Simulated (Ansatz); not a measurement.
Ansatz (a first-principles code) input:

Ansatz 0.2 input:
```yaml
crystal:
  periodic: [false, false, false]
  atoms:
    - {symbol: As, position_ang: [-0.14653518, -0.20555075, 0.32176302]}
    - {symbol: F, position_ang: [1.33592544, -0.37212610, -0.58230773]}
    - {symbol: F, position_ang: [-0.79862979, 1.12581217, -0.59749001]}
basis:
  gaussian:
    orbitals: aug-cc-pVQZ
hamiltonian:
  xc: hf
magnetization: {spin_polarized: true, initial_magnetization: 1}
```

Task: Predict the final energy.

Result: -2433.25320 Eh (HF/aug-cc-pVQZ). The basis has 253 functions.

It need not be the lowest isomer of its formula.
